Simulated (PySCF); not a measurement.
**Ga: fine-structure interval**

Ga [Ar] 3d10 4s2 4p1 [4p1/2^1, M_J = 1/2] → Ga [Ar] 3d10 4s2 4p1 [4p3/2^1, M_J = 3/2], as a difference of total energies. Calculation: PySCF 2.14, in x2c-SVPall-2c with one added diffuse shell each of s, p, d type (6s7p4d, 47 functions); the two-component X2C-1e Hamiltonian. Correlated levels: [Ne] frozen; the 6 highest virtual spinors dropped. "Screened" scales the spin-orbit matrix elements by Boettger's factors to mimic the two-electron term; Breit and QED terms are absent.

```
                    method  fine-structure interval (cm⁻¹)  error (cm⁻¹)
 GHF (screened spin-orbit)                          1467.9        +641.8
GMP2 (screened spin-orbit)                          821.92          -4.3
     GHF (bare spin-orbit)                          1511.3        +685.1
```

Reference: 826.19 cm⁻¹ (measured; NIST Handbook of Basic Atomic Spectroscopic Data (Sansonetti and Martin, J. Phys. Chem. Ref. Data 34, 1559 (2005))).

Errors of the correlated levels include the incompleteness of this basis and the frozen core.

GHF and GMP2 differ strongly here because the two determinants are spin-polarised to different degrees; the interval is a small difference of such terms.
